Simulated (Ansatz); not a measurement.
H3IO3Si (SMILES O[Si](O)(O)I), singlet, at a GFN2-xTB geometry (core potentials on I); Ansatz (a quantum-chemistry and plane-wave program) with PBE0/def2-TZVPP.

Input for Ansatz:
Ansatz 0.2 input:
```yaml
crystal:
  periodic: [false, false, false]
  atoms:
    - {symbol: O, position_ang: [-0.79855633, -1.62924235, -1.45886700]}
    - {symbol: Si, position_ang: [-1.07772134, -0.55635139, -0.29433902]}
    - {symbol: O, position_ang: [-1.64984357, -1.29004089, 1.01696924]}
    - {symbol: O, position_ang: [-2.11072173, 0.56573082, -0.80325474]}
    - {symbol: I, position_ang: [1.05488371, 0.54456194, 0.28810179]}
    - {symbol: H, position_ang: [-0.33704112, -2.44037854, -1.26957008]}
    - {symbol: H, position_ang: [-2.01366905, -0.78261729, 1.73594340]}
    - {symbol: H, position_ang: [-1.99705494, 0.97855185, -1.65380174]}
basis:
  gaussian:
    orbitals: def2-TZVPP
hamiltonian:
  xc: pbe0
```

It wrote (shortened):

```
Functional definition: PBE0
1339 factors; their error is unknown
mean field evaluation 1: about -22156.3996 eV, gradient 8.6e1 eV
mean field evaluation 2: about -22139.0692 eV, gradient 1.3e2 eV
mean field evaluation 4: about -22167.5817 eV, gradient 2.9e0 eV
mean field evaluation 8: about -22167.5932 eV, gradient 4.6e-2 eV
mean field evaluation 16: about -22167.8983 eV, gradient 6.4e-5 eV
mean field -22167.89829608 eV, -814.6552364399 hartree, gradient 6.4e-5 eV, S^2 0.000000; 0 other end points of the search recorded, 0 dependent functions left out
reference -22167.89832334 eV, -814.6552374415 hartree; 33, 33 occupied and 194, 194 virtual orbitals, 1339 factors
Total energy: -22167.89832334 eV, -814.6552374415 hartree
```
